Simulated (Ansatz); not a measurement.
`C[O][GeH]`. Charge 0, multiplicity 1. The geometry is a stationary point of PBE0-D4/def2-TZVP.

```xyz
7

C    -0.296    0.321    0.674
O    -0.179   -0.968    0.124
Ge    0.539   -1.425   -1.432
H    -1.352    0.549    0.848
H     0.129    1.084    0.012
H     0.223    0.355    1.636
H     0.936    0.085   -1.861
```

(1) What is the dipole moment at PBE/def2-TZVPP? (Best estimate.)

(2) And with r2SCAN, B3LYP, ωB97M-V? (Estimate.)

(3) Give the Mulliken charges with PBE, ωB97M-V, B3LYP in def2-TZVPP. (An estimate is asked.)

Results:

(1) Ansatz gave: 0.90 D, with components (0.05, 0.89, 0.12) D in this frame, pointing from negative to positive charge.

(2) Ansatz gave: r2SCAN 0.99 D, B3LYP 0.85 D, ωB97M-V 0.87 D.

(3) Ansatz gave: 
```json
{"atom": "C1", "PBE": "-0.11", "ωB97M-V": "-0.14", "B3LYP": "-0.09"}
{"atom": "O2", "PBE": "-0.32", "ωB97M-V": "-0.40", "B3LYP": "-0.39"}
{"atom": "Ge3", "PBE": "0.26", "ωB97M-V": "0.30", "B3LYP": "0.31"}
{"atom": "H4", "PBE": "0.10", "ωB97M-V": "0.11", "B3LYP": "0.10"}
{"atom": "H5", "PBE": "0.08", "ωB97M-V": "0.10", "B3LYP": "0.08"}
{"atom": "H6", "PBE": "0.10", "ωB97M-V": "0.11", "B3LYP": "0.10"}
{"atom": "H7", "PBE": "-0.11", "ωB97M-V": "-0.09", "B3LYP": "-0.12"}
```

B3LYP here is the variant with VWN-RPA as its local correlation; programs differ in this.
